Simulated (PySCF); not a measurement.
SMILES O(C)c1cccs1 (C₅H₆OS), singlet (GFN2-xTB optimised geometry):

```
13

C     -2.336    -1.620    -0.002
O     -0.944    -1.829     0.000
C     -0.165    -0.733     0.000
C      1.197    -0.733     0.000
C      1.736     0.574     0.000
C      0.791     1.543     0.000
S     -0.805     0.887     0.000
H     -2.649    -1.066    -0.893
H     -2.792    -2.607    -0.002
H     -2.652    -1.065     0.888
H      1.781    -1.633     0.000
H      2.792     0.776     0.000
H      0.912     2.607     0.000
```

Level of theory: B3LYP/def2-TZVP in PySCF.

Q: What are the frontier orbital energies and the dipole moment?

A: HOMO-2 -9.10 eV, HOMO-1 -6.97 eV, HOMO -5.81 eV, LUMO -0.17 eV, LUMO+1 0.39 eV; dipole moment 1.00 D.

On the same geometry PBE/def2-TZVP (PySCF) gives HOMO-2 -7.87 eV, HOMO-1 -6.11 eV, HOMO -4.96 eV, LUMO -0.83 eV, LUMO+1 -0.40 eV; dipole moment 1.04 D.

Meta-Löwdin charges at B3LYP/def2-TZVP: C1 -0.12, O2 -0.31, C3 0.08, C4 -0.21, C5 -0.13, C6 -0.29, S7 0.23, H8 0.11, H9 0.13, H10 0.11, H11 0.13, H12 0.13, H13 0.14.
